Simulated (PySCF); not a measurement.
Run record: geometry optimisation, `[SiH3][GeH2][CH]1CC1`.

Method: PBE0-D3(BJ)/def2-SVP geometry optimisation, gas phase (PySCF 2.14.0). Start geometry: GFN2-xTB. A driver script takes a list of jobs; this job's settings line and coordinates (Å) are shown.

Input:
```
{"job": {"xc": "PBE0", "basis": "def2-SVP", "d3": "d3bj", "grid": 1, "kind": "geom"}, "charge": 0, "multiplicity": 1}
Si     2.673804    -0.426474     0.093732
Ge     0.670408     0.102184    -0.997858
C     -0.777190     0.695008     0.189236
C     -1.522349    -0.326923     0.998443
C     -2.207878     0.372519    -0.126002
H      3.676881    -0.930349    -0.844363
H      2.443658    -1.453403     1.111249
H      3.216633     0.760129     0.756647
H      0.818291     1.164769    -2.067495
H      0.078650    -1.051024    -1.780638
H     -0.611160     1.645312     0.685824
H     -1.269074    -1.369725     0.861594
H     -1.809910    -0.082040     2.010971
H     -2.417117    -0.195829    -1.021581
H     -2.968061     1.103837     0.108329
```

Give the output.

```
step   0  E = -2485.83121305  max force = 0.016501
step   1  E = -2485.83545623  max force = 0.003716
step   2  E = -2485.83566957  max force = 0.001307
step   3  E = -2485.83569311  max force = 0.000436
step   4  E = -2485.83570568  max force = 0.000173
optimisation converged
```

Energies in Eh; «max force» is the largest Cartesian gradient component in Eh/bohr.

How much energy does the optimisation release, in kcal/mol?

E(step 0) − E(last step) = 0.004493 Eh, which is 2.8 kcal/mol.

Give the first gradient maximum in eV/Å.

With 1 Eh/bohr = 51.422 eV/Å, 0.849 eV/Å.

Summary of the converged run: final energy -2485.83571 Eh after 4 steps; dipole 0.92 D.

Where do the atoms end?

0.074 Å rms from the input after alignment:
```
atom  x, y, z in Å
Si1    2.6999   -0.3527    0.0451
Ge2    0.6613    0.1211   -1.0948
C3    -0.7088    0.6600    0.1746
C4    -1.4301   -0.3796    0.9922
C5    -2.1628    0.3611   -0.0809
H6     3.7504   -0.8452   -0.8987
H7     2.4659   -1.4010    1.0866
H8     3.2109    0.8798    0.7225
H9     0.8816    1.2227   -2.1543
H10    0.1560   -1.1486   -1.8165
H11   -0.5002    1.6058    0.6863
H12   -1.1948   -1.4352    0.8215
H13   -1.6565   -0.1427    2.0355
H14   -2.4311   -0.1825   -0.9922
H15   -2.8976    1.1140    0.2178
```

The run took 73 s wall on Arm Neoverse V1, one thread, on a shared host.
Labels such as C1 count atoms from 1, the log's own numbers from 0.
